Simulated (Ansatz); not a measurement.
Reaction (redistribution): `F[Si@@H](Cl)[Si@@H](F)Cl` + `O[SiH](O)CCl` → `O[Si@H](Cl)[Si@H](F)Cl` + `O[SiH](F)CCl`

Isolated molecules relaxed with PBE0-D4/def2-TZVP in Ansatz; ΔE leaves out vibrations. CCSD(T)/CBS adds triple-zeta CCSD(T) − MP2 to the extrapolated MP2 energy (def2 sets, frozen cores). Functionals use def2-TZVPP. B3LYP here is the variant with VWN-RPA as its local correlation; programs differ in this. Each species was taken in one conformer, which may not be the lowest.

```
             level  ΔE (eV)
         r2SCAN-D4    -0.11
           PBE0-D4    -0.11
           ωB97M-V    -0.10
            r2SCAN    -0.11
             B3LYP    -0.11
CCSD(T)/def2-TZVPP    -0.10
    MP2/def2-QZVPP    -0.10
    CCSD/CBS(def2)    -0.09
```

What does CCSD(T)/CBS give? (Estimate.)

The calculation gave: -0.10 eV. The listed levels differ from it by -0.01, -0.01, 0.00, -0.01, -0.01, 0.00, 0.00, 0.01 eV.

Largest T1 diagnostic among the species: 0.011.
